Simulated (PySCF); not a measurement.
C2H7BN2O, SMILES B(O)(N)/N=C/C.

The structure is a stationary point at PBE0-D3(BJ)/def2-SVP. The structure was generated by enumeration; whether it is a known compound was not checked. Other conformers were not sampled.

Two levels are set side by side: PBE/def2-TZVP (PySCF) and ωB97X/def2-TZVP (PySCF). Same geometry, gas phase. Differences are taken from unrounded values.

| quantity | PBE |
|---|---|
| orbital gap (eV) | 4.12 |
| highest occupied level (eV) | -5.55 |
| lowest empty level (eV) | -1.42 |
| dipole moment (D) | 1.90 |
| mean polarisability (bohr³) | 61.7 |

**Question.** These are the PBE values. What does ωB97X give? (An estimate is asked for; the answer gives what the named calculation found.)

**Answer.** 
```csv
quantity,ωB97X,PBE minus ωB97X
orbital gap (eV),11.38,-7.25
highest occupied level (eV),-9.45,3.90
lowest empty level (eV),1.93,-3.35
dipole moment (D),2.14,-0.25
mean polarisability (bohr³),57.5,4.2
```

PBE's occupied levels lie high since its potential decays too fast outside the molecule; exact exchange lowers them and widens the gap. PBE's more diffuse valence density responds more strongly to a field. Differences between two approximate levels are no errors against the true value.

Rough cost on one machine, each run with all the roots and properties that it gave: ωB97X against PBE within a factor of 2.
